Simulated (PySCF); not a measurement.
Bonds (- single, = double, # triple, : aromatic): C1-O2, O2-Si3, Si3-N4, N4-C5, C5:C6, C6:C7, C7:C8, C8:C9, C9:C10, C10:C5. C1 carries H11, H12, H13; Si3 carries H14, H15; N4 carries H16; C6 carries H17; C7 carries H18; C8 carries H19; C9 carries H20; C10 carries H21.

[PySCF 2.14: geometry from GFN2-xTB; shieldings: GIAO PBE0/pcSseg-1; no solvent model; non-relativistic; fast rotation and ring inversion assumed for equivalent nuclei; one computed conformer]

δ = σ(ref) − σ, references computed at the same level: ¹³C (σ = 186.93 ppm), ¹H (σ = 31.72 ppm), ²⁹Si (σ = 349.16 ppm) vs TMS; ¹⁷O (σ = 336.08 ppm) vs H2O; NH3 for ¹⁵N (σ = 267.73 ppm).

| atoms | nucleus | count | Hirshfeld charge | δ (ppm) |
| --- | --- | --- | --- | --- |
| Si3 | ²⁹Si | 1 | 0.43 | -28.8 |
| H11/H12/H13 | ¹H | 3 | 0.05 | ? |
| C8 | ¹³C | 1 | -0.07 | 122.0 |
| H17/H21 | ¹H | 2 | 0.04 | 6.59 |
| C7/C9 | ¹³C | 2 | -0.05 | 135.1 |
| H19 | ¹H | 1 | 0.04 | 6.91 |
| C1 | ¹³C | 1 | -0.03 | ? |
| H16 | ¹H | 1 | 0.13 | 3.25 |
| O2 | ¹⁷O | 1 | -0.23 | ? |
| H18/H20 | ¹H | 2 | 0.05 | 7.41 |
| C5 | ¹³C | 1 | 0.05 | ? |
| H14/H15 | ¹H | 2 | -0.09 | 5.42 |
| C6/C10 | ¹³C | 2 | -0.08 | 117.8 |
| N4 | ¹⁵N | 1 | -0.21 | 77.5 |

Fill in the missing shifts.

## Answers


- C5: 151.1 ppm, aromatic carbon bearing nitrogen; an ipso carbon deshielded by its heteroatom
- C1: 52.4 ppm, methyl carbon bonded to O; pulled downfield by the heteroatom
- H11/H12/H13: 3.93 ppm, hydrogen on a methyl carbon bonded to O; its carbon carries O, an electronegative neighbour
- O2: -7.0 ppm, oxygen bonded to C, Si

OH/NH shifts are gas-phase values; hydrogen bonding in solution moves them, usually downfield. Shifts are as computed. Against solution values, carbons near 30 ppm lie about +3 ppm off and those near 130 ppm about +5 ppm. Of 1309 compounds with measured shifts, 239 miss one by over three times the rms of a fit or turn the order of signals round; such compounds aren't used in these exercises. Experimental scales use liquid or dissolved standards, which lie at an offset from isolated NH3 (liquid NH3: subtract about 20 ppm) and H2O (liquid H2O: subtract about 36 ppm).
